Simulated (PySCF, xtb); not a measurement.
B(H)(SiH3)2 (BH₇Si₂), SMILES [SiH3]B[SiH3].

GFN2-xTB (xtb) at its own geometry gives an orbital gap of 2.05 eV and a dipole moment of 1.06 D.

The structure is a stationary point at PBE-D3(BJ)/def2-SVP.

Task: What does CAM-B3LYP/def2-TZVPD (PySCF) give? (Estimate from the structure and the level; the computed values follow.)

Result: gap 7.65 eV (levels -9.35 and -1.69 eV), dipole 0.41 D.
